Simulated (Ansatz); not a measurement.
Consider the formal exchange of groups at the Si–S bond: `CO[SiH](F)S[SiH2]Cl` + `CCC` → `CCC[SiH2]Cl` + `CO[SiH](F)S`.

Calculated with Ansatz (gas phase, PBE0-D4/def2-TZVP geometries, no zero-point term in ΔE). CCSD(T)/CBS is the MP2 limit (def2-TZVPP, def2-QZVPP) plus CCSD(T) − MP2 in def2-TZVPP, frozen cores. Functionals use def2-TZVPP. B3LYP here is the variant with VWN-RPA as its local correlation; programs differ in this. One conformer a species, not always the lowest.

```
             level  ΔE (kJ/mol)  difference from CCSD(T)/CBS
           ωB97X-V         67.3                         -2.3
           ωB97M-V         67.6                         -2.0
               PBE         69.6                          0.0
              PBE0         69.8                          0.2
             B3LYP         66.4                         -3.2
SCS-MP2/def2-TZVPP         68.6                         -1.0
   CCSD/def2-TZVPP         64.4                         -5.2
     HF/def2-QZVPP         66.5                         -3.1
    MP2/def2-QZVPP         73.2                          3.6
SCS-MP2/def2-QZVPP         70.6                          1.0
       CCSD(T)/CBS         69.6                            0
```

Largest T1 diagnostic among the species: 0.012.

The D4 term adds +5.1 kJ/mol with B3LYP and +2.7 kJ/mol with PBE0; it sums over pairs of atoms, weighted by their polarisabilities, and B3LYP, whose exchange is more repulsive, gets the larger term.
